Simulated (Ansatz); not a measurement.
Reaction (formal exchange of groups at a B–C bond): `BC([SiH3])[SiH2]F` + `[CH3][GeH2][CH3]` → `B[CH2][GeH2][CH3]` + `F[SiH2]C[SiH3]`

Program: Ansatz. Geometries: PBE0-D4/def2-TZVP. ΔE: electronic, gas phase. CBS: MP2 limit from def2 TZ/QZ plus the TZ coupled-cluster correction, frozen cores. Functionals use def2-TZVPP. For Ge outer-core shells are correlated without core-valence functions, which leaves a few kJ/mol of doubt a bond. Scalar relativity is left out up to krypton. Each species was taken in one conformer, which may not be the lowest.

```csv
level,ΔE (kJ/mol),difference from CCSD(T)/CBS
PBE-D4,5.7,-1.4
r2SCAN-D4,6.3,-0.8
PBE0-D4,6.9,-0.2
ωB97X-V,8.4,1.3
B2PLYP,5.5,-1.6
r2SCAN,5.9,-1.2
HF/def2-TZVPP,7.7,0.6
MP2/def2-QZVPP,7.6,0.5
SCS-MP2/def2-QZVPP,7.7,0.6
MP2/CBS(def2),7.4,0.3
CCSD(T)/CBS,7.1,0
```

Largest T1 diagnostic among the species: 0.012.
